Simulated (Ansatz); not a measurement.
PBE exchange is replaced step by step with exact exchange (0 % is PBE, 25 % PBE0; no dispersion term), basis def2-SVP, Ansatz. System: the cluster W₂O₆ (the lowest singlet isomer of a short search). Total charge 0; singlet. Geometry: PBE-D4/def2-SVP, each spin state at its own.

Geometry of the singlet:

Cartesian coordinates in Å:
```
W -0.8395 -0.5304 -1.0629
W 0.8395 0.5304 1.0628
O -1.2804 -2.1877 -1.2465
O 1.2802 2.1877 1.2467
O -1.0443 0.1972 0.7264
O 1.5451 -0.4027 2.3302
O -1.5449 0.4027 -2.3304
O 1.0443 -0.1972 -0.7264
```

In the def2 sets W takes a core potential; there is no spin–orbit coupling. The structure comes from a short search, and lower isomers may exist.

| exact exchange (%) | HOMO (eV) | LUMO (eV) | gap (eV) | triplet − singlet (kJ/mol) | quintet − singlet (kJ/mol) |
| --- | --- | --- | --- | --- | --- |
| 10 | -8.85 | -5.58 | 3.27 | 255.1 | 572.1 |
| 15 | -9.19 | -5.45 | 3.74 | 268.3 | 580.7 |
| 40 | -10.94 | -4.80 | 6.14 | 281.5 | 599.2 |

The spin gap doesn't follow a straight line here, which points to a change of state along the sweep.
